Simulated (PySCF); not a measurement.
# [Lu(H2O)5]3+ at several levels of theory

Computed with PySCF 2.14.0 (density fitting, no spin-orbit coupling) at the geometry relaxed with PBE0:

```xyz
16
[Lu(H2O)5]3+ (singlet)
Lu   -0.0248    0.0000    0.0000
O    -0.7343   -0.0368    2.0992
H    -0.9481    0.7298    2.6702
H    -0.9022   -0.8169    2.6675
O    -0.7343    0.0368   -2.0992
H    -0.9481   -0.7298   -2.6702
H    -0.9022    0.8169   -2.6675
O     2.1702    0.0000    0.0000
H     2.7741   -0.0328    0.7743
H     2.7741    0.0328   -0.7743
O    -0.4984    2.1862    0.0467
H     0.1385    2.9302    0.0967
H    -1.3743    2.6251    0.0236
O    -0.4984   -2.1862   -0.0467
H    -1.3743   -2.6251   -0.0236
H     0.1385   -2.9302   -0.0967
```

```
    level                                           basis    state  HOMO (eV)  gap (eV)  charge on Lu1 (e)  population of f-type functions on Lu1 (core shells left out)  dipole about the centre of mass (D)  largest force component (eV/Å)
     PBE0  Lu def2-SVP with ECP28, O def2-SVP, H def2-SVP  singlet     -23.78     10.32               1.61                                                         14.06                                 0.13                            0.01
    B3LYP                                        the same  singlet     -23.44      9.66               1.52                                                         14.06                                 0.13                            0.16
    M06-L                                        the same  singlet     -22.34      8.17               1.75                                                         14.05                                 0.15                            0.06
CAM-B3LYP                                        the same  singlet     -25.29     12.82               1.50                                                         14.06                                 0.13                            0.15
```

Charges are Mulliken's, which hang on the basis. The relaxation used the grid (50, 194), these runs (75, 302) or, all-electron (x2c bases, spin-free X2C Hamiltonian), (99, 590).

Problem. What does PBE with Lu def2-SVP with ECP28, O def2-SVP, H def2-SVP give here?

Solution. state singlet, HOMO (eV) -21.84, gap (eV) 7.31, charge on Lu1 (e) 1.40, population of f-type functions on Lu1 (core shells left out) 14.05, dipole about the centre of mass (D) 0.13, largest force component (eV/Å) 0.50. Time: 12 s on 4 threads of AMD EPYC 9R45 96-Core Processor (Zen 5), on a shared host, from an already converged density.

In the first row's basis the gap widens with exact exchange: 7.3 to 8.2 eV for PBE, M06-L (none); 9.7 to 10.3 eV for B3LYP, PBE0 (a fixed share); 12.8 eV for CAM-B3LYP (rising or full at long range).

No frequency check is given that shows the relaxed geometry to be a minimum, and it was reached by following one of several unstable modes of a saddle point.
